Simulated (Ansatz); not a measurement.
Geometry optimisation, Ansatz, RKS r2SCAN/def2-SVP.

The input (input.yaml):

```yaml
crystal:
  periodic: [false, false, false]
  atoms:
    - { symbol: B, position_ang: [-1.3551, 1.2225, -0.4467] }
    - { symbol: C, position_ang: [-0.4299, 0.3328, 0.3215] }
    - { symbol: "N", position_ang: [-0.5219, 0.2809, 1.5995] }
    - { symbol: C, position_ang: [0.6266, -0.4552, -0.4165] }
    - { symbol: C, position_ang: [1.57, -1.3708, -0.4324] }
    - { symbol: F, position_ang: [2.4158, -2.1564, 0.2634] }
    - { symbol: O, position_ang: [1.1373, -0.8537, -1.6017] }
    - { symbol: H, position_ang: [-2.1596, 1.9365, 0.1179] }
    - { symbol: H, position_ang: [-1.3514, 1.344, -1.5956] }
    - { symbol: H, position_ang: [-1.27656, 0.84759, 2.13851] }
basis:
  gaussian: { orbitals: def2-SVP }
hamiltonian:
  xc: r2scan
relax:
  f_tol: 0.015
  max_steps: 40
```

Launched with:

```bash
$ ansatz run input.yaml --threads 2 --pin off --max-ram 3072MiB --backend cpu --events-out ev --progress --plain --runs-dir out
```

Where does it end, and by what steps?

It converged. After 26 steps the energy has fallen by 6.657 eV; F6 moved furthest, 1.14 Å. The start is strongly strained (largest force component 9 eV/Å), so its close contacts needn't be bonds. Parted: B1–C2, C4–O7. Joined: B1–C4.

```
step  energy less start (eV)  largest force component (eV/Å)  accepted
   0                  0.0000                           8.758       yes
   1                 -1.2692                           4.280       yes
   2                 -1.7329                           1.530       yes
   3                 -1.9632                           2.409       yes
   4                 -2.1730                           1.551       yes
   5                 -2.5231                           1.500       yes
   6                 -2.5514                           1.405       yes
   7                 -2.8858                           1.012       yes
   8                 -3.1541                           1.930       yes
   9                 -3.3297                           2.768       yes
  10                 -3.8070                           3.053       yes
  11                 -4.5536                           3.059       yes
  12                 -4.7662                           4.354       yes
  13                 -5.5494                           1.815       yes
  14                 -5.9858                           1.920       yes
  15                 -6.2046                           2.105       yes
  16                 -6.3136                           2.310       yes
  17                 -6.4482                           1.517       yes
  18                 -6.5499                           1.044       yes
  19                 -6.6211                           1.168       yes
  20                 -6.6417                           0.474       yes
  21                 -6.6470                           0.315       yes
  22                 -6.6539                           0.154       yes
  23                 -6.6562                           0.152       yes
  24                 -6.6565                           0.067       yes
  25                 -6.6567                           0.019       yes
  26                 -6.6567                           0.010       yes
```

```xyz
10
Properties=species:S:1:pos:R:3
B -0.825 1.024 -1.162
C -0.305 0.246 1.120
N -0.471 0.488 2.283
C -0.051 0.122 -0.201
C 0.937 -0.877 -0.638
F 1.456 -1.557 0.427
O 1.293 -1.130 -1.743
H -1.629 1.808 -0.723
H -0.612 0.930 -2.343
H -1.139 0.074 2.928
```

Time of the run: 110 s on 2 threads of Arm Neoverse V1, on a shared host, peak memory 0.2 GiB.
